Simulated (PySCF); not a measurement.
Species: `C1=C[SiH2]C=C1CCC`. The columns A, B, C and D hold Mulliken, IAO, Hirshfeld and ESP-fitted charges (e) of one PBE0/pcSseg-1 density (PySCF), in a shuffled order. Coordinates in Å (GFN2-xTB); the density's dipole moment is (-0.69, -0.18, -0.08) D.

```csv
atom,x,y,z,A,B,C,D
C1,-3.181,-0.012,-0.334,-0.261,-0.406,-0.417,-0.116
C2,-1.680,-0.047,-0.594,-0.280,+0.340,-0.241,-0.063
C3,-0.877,0.141,0.699,-0.080,-0.259,-0.261,-0.068
C4,0.594,0.108,0.424,-0.298,+0.201,+0.031,+0.013
C5,1.411,1.173,0.424,-0.332,-0.511,-0.462,-0.161
Si6,3.161,0.648,-0.020,+0.736,+0.547,+0.745,+0.328
C7,2.543,-1.128,-0.176,-0.356,-0.395,-0.430,-0.146
C8,1.234,-1.166,0.091,-0.035,-0.193,-0.138,-0.043
H9,-3.732,-0.153,-1.261,+0.118,+0.089,+0.142,+0.041
H10,-3.472,0.944,0.096,+0.108,+0.096,+0.137,+0.039
H11,-3.468,-0.800,0.359,+0.107,+0.091,+0.136,+0.038
H12,-1.410,-1.000,-1.053,+0.123,-0.049,+0.129,+0.035
H13,-1.409,0.746,-1.296,+0.124,-0.039,+0.136,+0.036
H14,-1.147,1.095,1.156,+0.118,+0.079,+0.137,+0.042
H15,-1.137,-0.659,1.399,+0.123,+0.081,+0.136,+0.040
H16,1.051,2.163,0.653,+0.075,+0.187,+0.148,+0.036
H17,3.640,1.212,-1.284,-0.083,-0.102,-0.113,-0.071
H18,4.130,0.826,1.063,-0.082,-0.098,-0.112,-0.070
H19,3.106,-2.011,-0.429,+0.104,+0.172,+0.154,+0.040
H20,0.638,-2.069,0.081,+0.071,+0.168,+0.143,+0.048
```

Q: Which column most likely holds the ESP-fitted charges?

A: B. Σ q r misses the density's dipole by 0.02 D (B), 0.52 D (D), 1.36 D (C), 1.52 D (A). Charges fitted to the outside potential are the only set here that is tied to the molecule's multipoles.

Q: And the Hirshfeld charges?

A: D. The mean sizes are 0.074 e (D), 0.181 e (A), 0.205 e (B), 0.217 e (C), and Hirshfeld charges are commonly the smallest of these schemes.

As computed, A = Mulliken, B = ESP-fitted, C = IAO, D = Hirshfeld. Hydrogens on carbon: Mulliken +0.07 to +0.12, ESP-fitted -0.05 to +0.19, IAO +0.13 to +0.15, Hirshfeld +0.04 to +0.05 e.

The Mulliken scheme gives each basis function's population to the atom it is centred on and halves the overlap population of two atoms between them. The ESP scheme fits charges at the nuclei, held to the total charge, to the electrostatic potential on points at 1.4 to 2.0 times the van der Waals radii.

Isolated species at its GFN2-xTB geometry (one conformer only).

Conformer computed: `[CH3:1][CH2:2][CH2:3][C:4]1=[CH:5][SiH2:6][CH:7]=[CH:8]1`: C1–C2–C3–C4 180°, C2–C3–C4–C5 106°.
